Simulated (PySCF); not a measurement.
Species: 2,6-dimethyl-4-pyrone, C₇H₈O₂.
Bonds: C1–C2, C2–C3 (double), C3–C4, C4–O5 (double), C4–C6, C6–C7 (double), C7–C8, C7–O9, C2–O9. Hydrogens: H10, H11, H12 on C1; H13 on C3; H14 on C6; H15, H16, H17 on C8.

The same species was optimised twice, with GFN2-xTB and with PBE0-D3(BJ)/def2-SVP (PySCF), and the same property calculations (PySCF, gas phase) were run on both structures.

| coordinate | GFN2-xTB | PBE0-D3(BJ)/def2-SVP | change |
| --- | --- | --- | --- |
| C1–C2 (Å) | 1.495 | 1.486 | -0.009 |
| C7–C8 (Å) | 1.495 | 1.486 | -0.009 |
| C6–C7 (Å) | 1.344 | 1.350 | +0.006 |
| C2–C3 (Å) | 1.344 | 1.350 | +0.006 |
| C4–C6 (Å) | 1.460 | 1.465 | +0.005 |
| C3–C4 (Å) | 1.460 | 1.464 | +0.004 |
| C7–O9 (Å) | 1.352 | 1.354 | +0.002 |
| C2–O9 (Å) | 1.352 | 1.354 | +0.002 |
| C4=O5 (Å) | 1.220 | 1.220 | 0.000 |
| C6–C7–C8 (°) | 125.1 | 126.8 | +1.7 |
| C1–C2–C3 (°) | 125.1 | 126.7 | +1.6 |
| C2–O9–C7 (°) | 119.1 | 120.5 | +1.4 |
| C6–C7–O9 (°) | 122.5 | 121.6 | -0.9 |
| C3–C2–O9 (°) | 122.5 | 121.7 | -0.8 |
| C8–C7–O9 (°) | 112.3 | 111.6 | -0.7 |
| C1–C2–O9 (°) | 112.3 | 111.7 | -0.6 |
| C3–C4–C6 (°) | 112.5 | 112.8 | +0.3 |

Rotational constants: A = 1964, B = 1797, C = 949.5 MHz (GFN2-xTB) against A = 1975, B = 1778, C = 946.9 MHz (PBE0-D3(BJ)/def2-SVP). Point groups within 0.08 Å: C2v and C2v. Atoms that the bonding makes alike are paired by their places after alignment.

On the GFN2-xTB structure: HOMO (eV) -6.85 [PBE0/pcSseg-1]; LUMO (eV) -0.89 [PBE0/pcSseg-1]; dipole (D) 4.98 [PBE0/pcSseg-1]; GIAO shielding of C1/C8 (mean) (ppm) 163.9 [PBE0/pcSseg-1]; GIAO shielding of C2/C7 (mean) (ppm) 17.8 [PBE0/pcSseg-1]; GIAO shielding of C3/C6 (mean) (ppm) 64.4 [PBE0/pcSseg-1]; GIAO shielding of C4 (ppm) 7.9 [PBE0/pcSseg-1]; GIAO shielding of O5 (ppm) -205.5 [PBE0/pcSseg-1]; GIAO shielding of O9 (ppm) 93.0 [PBE0/pcSseg-1].

What do these properties become on the PBE0-D3(BJ)/def2-SVP structure?

```json
{"property": "HOMO (eV)", "level": "PBE0/pcSseg-1", "on GFN2-xTB": "-6.85", "on PBE0-D3(BJ)/def2-SVP": "-6.87", "change": "-0.02"}
{"property": "LUMO (eV)", "level": "PBE0/pcSseg-1", "on GFN2-xTB": "-0.89", "on PBE0-D3(BJ)/def2-SVP": "-0.91", "change": "-0.02"}
{"property": "dipole (D)", "level": "PBE0/pcSseg-1", "on GFN2-xTB": "4.98", "on PBE0-D3(BJ)/def2-SVP": "5.04", "change": "+0.06"}
{"property": "energy, GFN2-xTB geometry as zero (kcal/mol)", "level": "PBE0/pcSseg-1", "on GFN2-xTB": "0.0", "on PBE0-D3(BJ)/def2-SVP": "-0.3", "change": "-0.3"}
{"property": "GIAO shielding of C1/C8 (mean) (ppm)", "level": "PBE0/pcSseg-1", "on GFN2-xTB": "163.9", "on PBE0-D3(BJ)/def2-SVP": "162.8", "change": "-1.1"}
{"property": "GIAO shielding of C2/C7 (mean) (ppm)", "level": "PBE0/pcSseg-1", "on GFN2-xTB": "17.8", "on PBE0-D3(BJ)/def2-SVP": "17.0", "change": "-0.8"}
{"property": "GIAO shielding of C3/C6 (mean) (ppm)", "level": "PBE0/pcSseg-1", "on GFN2-xTB": "64.4", "on PBE0-D3(BJ)/def2-SVP": "63.4", "change": "-1.0"}
{"property": "GIAO shielding of C4 (ppm)", "level": "PBE0/pcSseg-1", "on GFN2-xTB": "7.9", "on PBE0-D3(BJ)/def2-SVP": "7.8", "change": "-0.1"}
{"property": "GIAO shielding of O5 (ppm)", "level": "PBE0/pcSseg-1", "on GFN2-xTB": "-205.5", "on PBE0-D3(BJ)/def2-SVP": "-206.4", "change": "-0.9"}
{"property": "GIAO shielding of O9 (ppm)", "level": "PBE0/pcSseg-1", "on GFN2-xTB": "93.0", "on PBE0-D3(BJ)/def2-SVP": "87.7", "change": "-5.3"}
```

The heavy atoms differ by 0.016 Å rms after alignment. Among bonds between heavy atoms C1–C2 and C7–C8 change most and about equally (-0.009 Å). Changes are differences of the printed values. Neither structure is proved a minimum here.
